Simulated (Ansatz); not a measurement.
Ansatz (a first-principles code) input (PBE-QIDH/def2-TZVPD):

Ansatz 0.2 input:
```yaml
crystal:
  periodic: [false, false, false]
  atoms:
    - {symbol: C, position_ang: [1.50479766, -1.35431554, -1.18996408]}
    - {symbol: N, position_ang: [1.27364349, -0.25039386, -0.27536067]}
    - {symbol: C, position_ang: [2.50587514, 0.39776866, 0.13509978]}
    - {symbol: B, position_ang: [-0.02115454, 0.21201426, 0.05944737]}
    - {symbol: Cl, position_ang: [-0.19502823, 1.95460440, 0.54805789]}
    - {symbol: N, position_ang: [-1.19029050, -0.58498330, 0.04112655]}
    - {symbol: C, position_ang: [-2.53990232, -0.05674279, -0.03947843]}
    - {symbol: C, position_ang: [-1.16783349, -2.02279386, 0.24304538]}
    - {symbol: H, position_ang: [1.96676828, -2.21637984, -0.69363254]}
    - {symbol: H, position_ang: [2.18237404, -1.03493855, -1.98938832]}
    - {symbol: H, position_ang: [0.57516790, -1.67557811, -1.65119612]}
    - {symbol: H, position_ang: [2.30257677, 1.19158023, 0.84691024]}
    - {symbol: H, position_ang: [3.17870852, -0.32760997, 0.60602305]}
    - {symbol: H, position_ang: [3.03116099, 0.82986090, -0.72471932]}
    - {symbol: H, position_ang: [-3.09059491, -0.23420456, 0.89173734]}
    - {symbol: H, position_ang: [-3.09165846, -0.54481982, -0.85064648]}
    - {symbol: H, position_ang: [-2.52243233, 1.01184775, -0.22908390]}
    - {symbol: H, position_ang: [-0.17260606, -2.35896163, 0.51993839]}
    - {symbol: H, position_ang: [-1.48883267, -2.57356807, -0.64943655]}
    - {symbol: H, position_ang: [-1.85047243, -2.29143298, 1.05669618]}
basis:
  gaussian:
    orbitals: def2-TZVPD
hamiltonian:
  xc: {name: PBE-QIDH}
magnetization: {spin_polarized: false}
correlation: {electrons: outside_noble_gas}
```

End of the output:

```
integrals: 2.31 GiB planned
2835 factors; integrals over basis functions are off by at most 1.1e-3 eV
0.67 GiB of the device are held for the grids
3.28 GiB of device memory are held for the factors and their scratch space
mean field: 4.47 GiB planned
mean field evaluation 1: about -20490.9932 eV, gradient 5.3e1 eV
mean field evaluation 2: about -20491.0722 eV, gradient 5.3e1 eV
mean field evaluation 4: about -20497.3478 eV, gradient 6.1e0 eV
mean field evaluation 8: about -20497.4300 eV, gradient 3.2e-1 eV
mean field evaluation 16: about -20497.4303 eV, gradient 1.3e-4 eV
mean field -20497.43029987 eV, -753.2666698629 hartree, gradient 3.5e-6 eV, S^2 0.000000; 0 other end points of the search recorded, 0 dependent functions left out
12 core orbitals not correlated
reference -20497.43032312 eV, -753.2666707173 hartree; 24, 24 occupied and 377, 377 virtual orbitals, 2835 factors
second order -42.61051489 eV of doubles, -0.00000000 eV of singles
Total energy: -20511.63382808 eV, -753.7886398972 hartree
```
